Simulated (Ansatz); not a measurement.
Ansatz (a program for electronic structure) input file for C4H6O4Zn, SMILES CC1[O][Zn]2([O]C(C)=[O]->2)<-[O]=1, B3LYP-D3(BJ)/def2-SVP. 

Ansatz 0.2 input:
```yaml
crystal:
  periodic: [false, false, false]
  atoms:
    - {symbol: Zn, position_ang: [-0.01166820, 0.00179791, 0.00078342]}
    - {symbol: C, position_ang: [0.12142133, 2.30593285, -2.96938787]}
    - {symbol: C, position_ang: [0.07217393, 1.38357903, -1.78629257]}
    - {symbol: O, position_ang: [-0.46334522, 0.25393194, -1.88818141]}
    - {symbol: O, position_ang: [0.55416528, 1.74437248, -0.68581115]}
    - {symbol: H, position_ang: [1.01179139, 2.92466655, -2.91496546]}
    - {symbol: H, position_ang: [0.09653758, 1.72890342, -3.88824735]}
    - {symbol: H, position_ang: [-0.75476403, 2.95062571, -2.93234770]}
    - {symbol: C, position_ang: [-0.08792000, -2.31302534, 2.96543551]}
    - {symbol: C, position_ang: [-0.05566221, -1.38320833, 1.78726584]}
    - {symbol: O, position_ang: [-1.00246941, -0.58530319, 1.58705461]}
    - {symbol: O, position_ang: [0.91239719, -1.40973526, 0.98991699]}
    - {symbol: H, position_ang: [0.92469755, -2.52120530, 3.29638446]}
    - {symbol: H, position_ang: [-0.68294125, -1.87750951, 3.76190940]}
    - {symbol: H, position_ang: [-0.55133598, -3.24521548, 2.64780654]}
basis:
  gaussian:
    orbitals: def2-SVP
hamiltonian:
  xc: b3lyp
  dispersion: d3bj
relax: {f_tol: 0.002, max_steps: 200}
```

Log of the run:

```
WARN ansatz: RAYON_NUM_THREADS=2 ignored (pool sized by the plan → 2); use --threads N
Functional definition: B3LYP
integrals: 0.19 GiB planned
1868 factors; integrals over basis functions are off by at most 4.0e-4 eV
mean field: 1.54 GiB planned
mean field evaluation 1: about -60825.9416 eV, gradient 9.2e1 eV
mean field evaluation 2: about -60812.9473 eV, gradient 1.3e2 eV
mean field evaluation 4: about -60841.6403 eV, gradient 3.0e0 eV
mean field evaluation 8: about -60841.7707 eV, gradient 4.0e-1 eV
mean field evaluation 16: about -60841.7709 eV, gradient 5.4e-5 eV
mean field -60841.77090808 eV, -2235.8938408384 hartree, gradient 5.4e-5 eV, S^2 0.000000; 0 other end points of the search recorded, 0 dependent functions left out
the calculation of the forces begins
reference -60841.77124467 eV, -2235.8938532080 hartree; 46, 46 occupied and 127, 127 virtual orbitals, 1868 factors
relax step   1: F+E_penalty+E_count = -60842.30089395 eV  Δ(F+E_penalty+E_count) = +0.000e0 eV  max|allowed force component| = 1.408e0 eV/Å  Δτ_max = 0.0000 Å  (27 SCF iters, accepted)
these checks for a lower state are left out or cut short: starts, cluster_reference, orbital_swaps, neighbouring_geometries, increment
integrals: 0.19 GiB planned
1868 factors; integrals over basis functions are off by at most 3.8e-4 eV
mean field: 1.53 GiB planned
mean field -60841.95330109 eV, -2235.9005436579 hartree, gradient 2.0e-5 eV, S^2 0.000000; 0 other end points of the search recorded, 0 dependent functions left out
the calculation of the forces begins
reference -60841.95363994 eV, -2235.9005561105 hartree; 46, 46 occupied and 127, 127 virtual orbitals, 1868 factors
relax step   2: F+E_penalty+E_count = -60842.47761398 eV  Δ(F+E_penalty+E_count) = -1.767e-1 eV  max|allowed force component| = 4.922e-1 eV/Å  Δτ_max = 0.0666 Å  (33 SCF iters, accepted)
these checks for a lower state are left out or cut short: starts, cluster_reference, orbital_swaps, neighbouring_geometries, increment
integrals: 0.19 GiB planned
1868 factors; integrals over basis functions are off by at most 3.6e-4 eV
mean field: 1.53 GiB planned
mean field -60842.00416165 eV, -2235.9024127491 hartree, gradient 1.1e-5 eV, S^2 0.000000; 0 other end points of the search recorded, 0 dependent functions left out
the calculation of the forces begins
reference -60842.00450221 eV, -2235.9024252644 hartree; 46, 46 occupied and 127, 127 virtual orbitals, 1868 factors
relax step   3: F+E_penalty+E_count = -60842.52511321 eV  Δ(F+E_penalty+E_count) = -4.750e-2 eV  max|allowed force component| = 3.072e-1 eV/Å  Δτ_max = 0.0593 Å  (33 SCF iters, accepted)
these checks for a lower state are left out or cut short: starts, cluster_reference, orbital_swaps, neighbouring_geometries, increment
integrals: 0.19 GiB planned
1868 factors; integrals over basis functions are off by at most 3.6e-4 eV
mean field: 1.53 GiB planned
mean field evaluation 32: about -60841.8966 eV, gradient 9.2e-1 eV
mean field -60842.00496416 eV, -2235.9024422405 hartree, gradient 1.8e-5 eV, S^2 0.000000; 0 other end points of the search recorded, 0 dependent functions left out
the calculation of the forces begins
reference -60842.00530456 eV, -2235.9024547503 hartree; 46, 46 occupied and 127, 127 virtual orbitals, 1868 factors
relax step   4: F+E_penalty+E_count = -60842.52579858 eV  Δ(F+E_penalty+E_count) = -6.854e-4 eV  max|allowed force component| = 1.795e-1 eV/Å  Δτ_max = 0.0168 Å  (32 SCF iters, accepted)
these checks for a lower state are left out or cut short: starts, cluster_reference, orbital_swaps, neighbouring_geometries, increment
integrals: 0.19 GiB planned
1868 factors; integrals over basis functions are off by at most 3.5e-4 eV
mean field: 1.53 GiB planned
mean field -60842.00466248 eV, -2235.9024311540 hartree, gradient 1.6e-5 eV, S^2 0.000000; 0 other end points of the search recorded, 0 dependent functions left out
the calculation of the forces begins
reference -60842.00500301 eV, -2235.9024436685 hartree; 46, 46 occupied and 127, 127 virtual orbitals, 1868 factors
relax step   5: F+E_penalty+E_count = -60842.52535983 eV  Δ(F+E_penalty+E_count) = +4.388e-4 eV  max|allowed force component| = 3.491e-1 eV/Å  Δτ_max = 0.0262 Å  (32 SCF iters, rejected (line search))
these checks for a lower state are left out or cut short: starts, cluster_reference, orbital_swaps, neighbouring_geometries, increment
integrals: 0.19 GiB planned
1868 factors; integrals over basis functions are off by at most 3.5e-4 eV
mean field: 1.52 GiB planned
mean field -60842.01037270 eV, -2235.9026410010 hartree, gradient 1.7e-5 eV, S^2 0.000000; 0 other end points of the search recorded, 0 dependent functions left out
the calculation of the forces begins
reference -60842.01071302 eV, -2235.9026535073 hartree; 46, 46 occupied and 127, 127 virtual orbitals, 1868 factors
relax step   6: F+E_penalty+E_count = -60842.53127460 eV  Δ(F+E_penalty+E_count) = -5.476e-3 eV  max|allowed force component| = 3.502e-2 eV/Å  Δτ_max = 0.0128 Å  (32 SCF iters, accepted)
these checks for a lower state are left out or cut short: starts, cluster_reference, orbital_swaps, neighbouring_geometries, increment
integrals: 0.19 GiB planned
1868 factors; integrals over basis functions are off by at most 3.5e-4 eV
mean field: 1.52 GiB planned
mean field -60842.01093682 eV, -2235.9026617318 hartree, gradient 1.5e-5 eV, S^2 0.000000; 0 other end points of the search recorded, 0 dependent functions left out
the calculation of the forces begins
reference -60842.01127706 eV, -2235.9026742355 hartree; 46, 46 occupied and 127, 127 virtual orbitals, 1868 factors
relax step   7: F+E_penalty+E_count = -60842.53183502 eV  Δ(F+E_penalty+E_count) = -5.604e-4 eV  max|allowed force component| = 5.546e-3 eV/Å  Δτ_max = 0.0119 Å  (26 SCF iters, accepted)
these checks for a lower state are left out or cut short: starts, cluster_reference, orbital_swaps, neighbouring_geometries, increment
integrals: 0.19 GiB planned
1868 factors; integrals over basis functions are off by at most 3.5e-4 eV
mean field: 1.52 GiB planned
mean field evaluation 64: about -60842.0110 eV, gradient 2.5e-5 eV
mean field -60842.01095260 eV, -2235.9026623119 hartree, gradient 2.5e-5 eV, S^2 0.000000; 0 other end points of the search recorded, 0 dependent functions left out
the calculation of the forces begins
reference -60842.01129281 eV, -2235.9026748144 hartree; 46, 46 occupied and 127, 127 virtual orbitals, 1868 factors
relax step   8: F+E_penalty+E_count = -60842.53186178 eV  Δ(F+E_penalty+E_count) = -2.676e-5 eV  max|allowed force component| = 1.627e-3 eV/Å  Δτ_max = 0.0048 Å  (23 SCF iters, accepted)
these checks for a lower state are left out or cut short: starts, cluster_reference, orbital_swaps, neighbouring_geometries, increment
integrals: 0.19 GiB planned
1868 factors; integrals over basis functions are off by at most 3.5e-4 eV
mean field: 1.52 GiB planned
mean field -60842.01095754 eV, -2235.9026624935 hartree, gradient 9.7e-6 eV, S^2 0.000000; 0 other end points of the search recorded, 0 dependent functions left out
the calculation of the forces begins
reference -60842.01129773 eV, -2235.9026749951 hartree; 46, 46 occupied and 127, 127 virtual orbitals, 1868 factors
relax step   9: F+E_penalty+E_count = -60842.53187135 eV  Δ(F+E_penalty+E_count) = -9.572e-6 eV  max|allowed force component| = 2.888e-3 eV/Å  Δτ_max = 0.0050 Å  (24 SCF iters, accepted)
these checks for a lower state are left out or cut short: starts, cluster_reference, orbital_swaps, neighbouring_geometries, increment
integrals: 0.19 GiB planned
1868 factors; integrals over basis functions are off by at most 3.5e-4 eV
mean field: 1.52 GiB planned
mean field -60842.01095846 eV, -2235.9026625271 hartree, gradient 2.7e-5 eV, S^2 0.000000; 0 other end points of the search recorded, 0 dependent functions left out
the calculation of the forces begins
reference -60842.01129864 eV, -2235.9026750286 hartree; 46, 46 occupied and 127, 127 virtual orbitals, 1868 factors
relax step  10: F+E_penalty+E_count = -60842.53187265 eV  Δ(F+E_penalty+E_count) = -1.302e-6 eV  max|allowed force component| = 2.073e-3 eV/Å  Δτ_max = 0.0015 Å  (21 SCF iters, accepted)
these checks for a lower state are left out or cut short: starts, cluster_reference, orbital_swaps, neighbouring_geometries, increment
integrals: 0.19 GiB planned
1868 factors; integrals over basis functions are off by at most 3.5e-4 eV
mean field: 1.52 GiB planned
mean field -60842.01095869 eV, -2235.9026625357 hartree, gradient 2.8e-5 eV, S^2 0.000000; 0 other end points of the search recorded, 0 dependent functions left out
the calculation of the forces begins
reference -60842.01129887 eV, -2235.9026750372 hartree; 46, 46 occupied and 127, 127 virtual orbitals, 1868 factors
relax step  11: F+E_penalty+E_count = -60842.53187323 eV  Δ(F+E_penalty+E_count) = -5.800e-7 eV  max|allowed force component| = 1.936e-3 eV/Å  Δτ_max = 0.0009 Å  (21 SCF iters, accepted)
integrals: 0.19 GiB planned
1868 factors; integrals over basis functions are off by at most 3.5e-4 eV
mean field: 1.52 GiB planned
mean field -60842.01095869 eV, -2235.9026625357 hartree, gradient 2.8e-5 eV, S^2 0.000000; 1 other end points of the search recorded, 0 dependent functions left out
the calculation of the forces begins
reference -60842.01129887 eV, -2235.9026750372 hartree; 46, 46 occupied and 127, 127 virtual orbitals, 1868 factors
Total energy: -60842.53221341 eV, -2235.9218182934 hartree
Atom 0 at     0.030777     0.002912     0.003393 Å, force     0.000484    -0.000038    -0.000015 eV/Å
Atom 1 at     0.109164     2.369176    -3.054007 Å, force     0.000007     0.000196     0.000141 eV/Å
Atom 2 at     0.096542     1.441033    -1.873101 Å, force    -0.000122    -0.000939    -0.000498 eV/Å
Atom 3 at    -0.434665     0.289635    -1.961316 Å, force    -0.000115     0.000540    -0.000024 eV/Å
Atom 4 at     0.592850     1.806416    -0.761021 Å, force    -0.000128     0.000208     0.000321 eV/Å
Atom 5 at     0.993885     3.017878    -3.020333 Å, force    -0.000010    -0.000049    -0.000016 eV/Å
Atom 6 at     0.068836     1.800489    -3.991332 Å, force     0.000066     0.000025    -0.000001 eV/Å
Atom 7 at    -0.785148     3.011263    -2.999522 Å, force     0.000054    -0.000078     0.000032 eV/Å
Atom 8 at    -0.106008    -2.376709     3.048339 Å, force     0.000415     0.000002     0.000125 eV/Å
Atom 9 at    -0.043836    -1.437599     1.877718 Å, force    -0.001936     0.000016    -0.000129 eV/Å
Atom 10 at    -0.989892    -0.618076     1.655856 Å, force     0.000579    -0.000202     0.000287 eV/Å
Atom 11 at     0.943208    -1.469680     1.077046 Å, force     0.000614     0.000185    -0.000202 eV/Å
Atom 12 at     0.905324    -2.614291     3.402223 Å, force    -0.000040     0.000013     0.000039 eV/Å
Atom 13 at    -0.718244    -1.949229     3.852219 Å, force     0.000088    -0.000046     0.000071 eV/Å
Atom 14 at    -0.579713    -3.314610     2.715162 Å, force     0.000044     0.000164    -0.000130 eV/Å
Dipole moment:    -0.031584    -0.006666    -0.006306 e Å
```

Self-consistency was reached.

Cost: about 3 core-minutes (a rough figure).
